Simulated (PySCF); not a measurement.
**Radial density of Nb (niobium, neutral)**

r2SCANh, [Kr] 4d4 5p1, one real determinant (an excited configuration). All numbers are calculated (PySCF 2.14, scalar relativity through the core potential, in aug-cc-pVTZ-PP with ECP28MDF). This is the valence pseudo-density: the core potential removes the inner electrons and smooths the orbitals near the nucleus.

| r (bohr) | 4πr²ρ (e/bohr) | 4πr²(ρα − ρβ) |
| --- | --- | --- |
| 0.0366 | 1.556e-05 | 0.0000 |
| 0.0616 | 4.110e-05 | 0.0000 |
| 0.104 | 0.0001597 | 0.0000 |
| 0.174 | 0.001392 | 0.0003 |
| 0.293 | 0.02292 | 0.0049 |
| 0.493 | 0.6344 | 0.0775 |
| 0.829 | 6.764 | 0.7593 |
| 1.39 | 8.269 | 2.0406 |
| 2.35 | 2.012 | 1.4068 |
| 3.95 | 0.5001 | 0.4955 |
| 6.64 | 0.1183 | 0.1183 |
| 11.2 | 0.005581 | 0.0056 |
| 18.8 | 1.013e-05 | 0.0000 |

⟨L²⟩ = 8.02 against 12 for a pure F term, so this real determinant mixes terms. Energies and moments cover only the electrons outside the core potential.
